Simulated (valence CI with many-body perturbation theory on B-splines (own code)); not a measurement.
## Ca¹³⁺: calculated level list

Computed by valence CI with perturbative core correlation (CI+MBPT): five valence electrons over a frozen Dirac-Fock core [He], radial functions for each j: 9 s, 9 p, 8 d, 6 f, 3 g, 1 h, with the one-electron correlation potential Σ1, the two-electron term Σ2, the three-electron term Σ3, Breit, model QED; selected CI, second order for the rest (own B-spline code, finite nucleus).

No measured spectrum was set against this ion. As an estimate, levels of excited configurations hold to 0.05 to 0.15 % of their energy, terms of the ground configuration to about 0.5 %. Among the levels kept, up to 1900 cm⁻¹ of a level comes from second order outside the variational space, and about a tenth of that is noise between levels of different J, which matters for small intervals.

Levels 1 to 45 of 80, with energies above the lowest level, 2s2.2p3 4S°_3/2. "Leading %" is the weight of the configuration and term that name the level; weights of strongly mixed levels are sums over their largest components and can fall short. In the jj column 3d3/2^4 stands for four electrons in 3d with j = 3/2. Lifetimes count E1, E2, E3, M1 and M2 decay at the calculated energies, and are blank where another channel may lead or the interval is too uncertain; long ones can be off by a factor of two.

```
No.  Configuration  Term    J  E (Ry)  Leading %  Lifetime                     Leading jj     Second component
  1        2s2.2p3   4S°  3/2   0.000         98                2s^2 2p1/2 2p3/2^2 (51 %)                     
  2        2s2.2p3   2D°  3/2   0.969         88   2.02 ms      2s^2 2p1/2^2 2p3/2 (48 %)     11 % 2s2.2p3 2P°
  3        2s2.2p3   2D°  5/2   1.038        100   54.9 ms     2s^2 2p1/2 2p3/2^2 (100 %)                     
  4        2s2.2p3   2P°  1/2   1.575         98    451 μs      2s^2 2p1/2 2p3/2^2 (98 %)                     
  5        2s2.2p3   2P°  3/2   1.675         86    193 μs            2s^2 2p3/2^3 (78 %)     11 % 2s2.2p3 2D°
  6         2s.2p4    4P  5/2   4.702         99    132 ps      2s 2p1/2^2 2p3/2^2 (74 %)                     
  7         2s.2p4    4P  3/2   4.885        100    117 ps        2s 2p1/2 2p3/2^3 (86 %)                     
  8         2s.2p4    4P  1/2   4.969         99    110 ps              2s 2p3/2^4 (37 %)                     
  9         2s.2p4    2D  3/2   6.482         99   45.2 ps        2s 2p1/2 2p3/2^3 (60 %)                     
 10         2s.2p4    2D  5/2   6.498         99   49.0 ps        2s 2p1/2 2p3/2^3 (74 %)                     
 11         2s.2p4    2S  1/2   7.526         89   23.7 ps      2s 2p1/2^2 2p3/2^2 (70 %)       10 % 2s.2p4 2P
 12         2s.2p4    2P  3/2   7.829         99   12.5 ps        2s 2p1/2 2p3/2^3 (54 %)                     
 13         2s.2p4    2P  1/2   8.078         89   13.0 ps        2s 2p1/2 2p3/2^3 (56 %)       10 % 2s.2p4 2S
 14            2p5   2P°  3/2  12.290         97   18.3 ps         2p1/2^2 2p3/2^3 (97 %)                     
 15            2p5   2P°  1/2  12.584         98   17.5 ps           2p1/2 2p3/2^4 (98 %)                     
 16     2s2.2p2.3s    4P  1/2  34.273         91   2.71 ps         2s^2 2p1/2^2 3s (66 %)                     
 17     2s2.2p2.3s    4P  3/2  34.412         95   2.80 ps     2s^2 2p1/2 2p3/2 3s (94 %)                     
 18     2s2.2p2.3s    4P  5/2  34.563         93   2.81 ps     2s^2 2p1/2 2p3/2 3s (52 %)    4 % 2s2.2p2.3s 2D
 19     2s2.2p2.3s    2P  1/2  34.643         93    963 fs     2s^2 2p1/2 2p3/2 3s (82 %)    4 % 2s2.2p2.3s 4P
 20     2s2.2p2.3s    2P  3/2  34.818         87    975 fs     2s^2 2p1/2 2p3/2 3s (65 %)    9 % 2s2.2p2.3s 2D
 21     2s2.2p2.3s    2D  5/2  35.311         93   1.57 ps         2s^2 2p3/2^2 3s (52 %)    4 % 2s2.2p2.3s 4P
 22     2s2.2p2.3s    2D  3/2  35.327         89   1.48 ps         2s^2 2p3/2^2 3s (62 %)    8 % 2s2.2p2.3s 2P
 23     2s2.2p2.3p   2S°  1/2  35.544         50    204 ps      2s^2 2p1/2^2 3p1/2 (61 %)  30 % 2s2.2p2.3p 4D°
 24     2s2.2p2.3p   4D°  1/2  35.650         62    396 ps  2s^2 2p1/2 2p3/2 3p1/2 (61 %)  32 % 2s2.2p2.3p 2S°
 25     2s2.2p2.3p   4D°  3/2  35.682         84    191 ps  2s^2 2p1/2 2p3/2 3p1/2 (45 %)  10 % 2s2.2p2.3p 4P°
 26     2s2.2p2.3p   4D°  5/2  35.808         89    247 ps  2s^2 2p1/2 2p3/2 3p3/2 (77 %)   7 % 2s2.2p2.3p 4P°
 27     2s2.2p2.3p   4P°  3/2  35.862         66   47.1 ps  2s^2 2p1/2 2p3/2 3p1/2 (45 %)  14 % 2s2.2p2.3p 2D°
 28     2s2.2p2.3p   4P°  1/2  35.878         84   52.5 ps  2s^2 2p1/2 2p3/2 3p3/2 (55 %)   9 % 2s2.2p2.3p 2S°
 29     2s2.2p2.3p   4D°  7/2  35.950         94    360 ps  2s^2 2p1/2 2p3/2 3p3/2 (51 %)                     
 30     2s2.2p2.3p   4P°  5/2  35.955         67   60.3 ps  2s^2 2p1/2 2p3/2 3p1/2 (38 %)  23 % 2s2.2p2.3p 2D°
 31     2s2.2p2.3p   2D°  3/2  36.021         82    123 ps  2s^2 2p1/2 2p3/2 3p3/2 (80 %)  13 % 2s2.2p2.3p 4P°
 32     2s2.2p2.3s    2S  1/2  36.140         92   1.64 ps         2s^2 2p3/2^2 3s (77 %)                     
 33     2s2.2p2.3p   4S°  3/2  36.189         74   7.18 ps  2s^2 2p1/2 2p3/2 3p3/2 (32 %)   12 % 2s.2p3.3s 4S°
 34     2s2.2p2.3p   2D°  5/2  36.233         68    118 ps      2s^2 2p3/2^2 3p3/2 (66 %)  22 % 2s2.2p2.3p 4P°
 35     2s2.2p2.3p   2P°  3/2  36.313         88   41.1 ps  2s^2 2p1/2 2p3/2 3p3/2 (38 %)                     
 36     2s2.2p2.3p   2P°  1/2  36.343         87   52.4 ps      2s^2 2p3/2^2 3p3/2 (58 %)   6 % 2s2.2p2.3p 2S°
 37     2s2.2p2.3p   2F°  5/2  36.697         89   96.7 ps  2s^2 2p1/2 2p3/2 3p1/2 (27 %)   7 % 2s2.2p2.3p 2D°
 38     2s2.2p2.3p   2F°  7/2  36.753         95   96.5 ps      2s^2 2p3/2^2 3p3/2 (51 %)                     
 39      2s.2p3.3s   6S°  5/2  36.786         99    623 ps     2s 2p1/2 2p3/2^2 3s (54 %)                     
 40     2s2.2p2.3p   2D°  3/2  36.961         81   37.9 ps  2s^2 2p1/2 2p3/2 3p1/2 (39 %)  11 % 2s2.2p2.3p 2P°
 41     2s2.2p2.3p   2D°  5/2  36.989         92   52.0 ps  2s^2 2p1/2 2p3/2 3p3/2 (49 %)                     
 42     2s2.2p2.3p   2P°  1/2  37.132         97   20.2 ps  2s^2 2p1/2 2p3/2 3p3/2 (78 %)                     
 43     2s2.2p2.3d    4F  3/2  37.241         84   7.25 ps      2s^2 2p1/2^2 3d3/2 (62 %)    7 % 2s2.2p2.3d 4D
 44     2s2.2p2.3p   2P°  3/2  37.290         83   15.6 ps      2s^2 2p3/2^2 3p3/2 (67 %)  10 % 2s2.2p2.3p 2D°
 45     2s2.2p2.3d    4F  5/2  37.302         80   5.55 ps  2s^2 2p1/2 2p3/2 3d3/2 (43 %)   14 % 2s2.2p2.3d 4D
```

Names give the largest LS component (configuration and term), which can be under half, so a name can repeat, a term be missing and a line seem to break the LS rules; names also repeat where a configuration has a term twice.

The ionisation energy to 2s2.2p2 3P_0 of the next ion comes out as 816.76 eV (NIST: 817.2 ± 0.6 eV (semi-empirical)). All 80 levels together are meant to be complete up to 38.900 Ry.
